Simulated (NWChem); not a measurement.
System: CH₂AlNO; SMILES O=C=[N][AlH2]

Here is an NWChem input.

```
start job
memory heap 200 mb stack 900 mb global 1100 mb
geometry units angstroms noautoz
  Al    -0.000062    -1.732775     0.000000
  H      0.000395    -2.464699     1.399042
  H      0.000395    -2.464699    -1.399042
  N     -0.001675     0.049023     0.000000
  C     -0.000484     1.250902     0.000000
  O      0.000717     2.418960     0.000000
end
basis spherical
  * library def2-svp
end
dft
  xc xpbe96 cpbe96
  iterations 150
  vectors input atomic output neutral.movecs
end
task dft energy
charge 1
dft
  odft
  mult 2
  vectors input atomic output cation.movecs
end
task dft energy
```

Structure relaxed at the PBE0/def2-SVP level.

Ions are spin-unrestricted doublets at the neutral geometry; other ion states weren't tried.

Q: Give the results of this calculation. (PBE/def2-SVP, vertical spin-unrestricted ions.) Quantities: vertical ionisation energy, ΔSCF (eV); −ε(HOMO) (eV).

A: 
| Item | Result |
|---|---|
| vertical ionisation energy, ΔSCF (eV) | 9.99 |
| −ε(HOMO) (eV) | 6.88 |
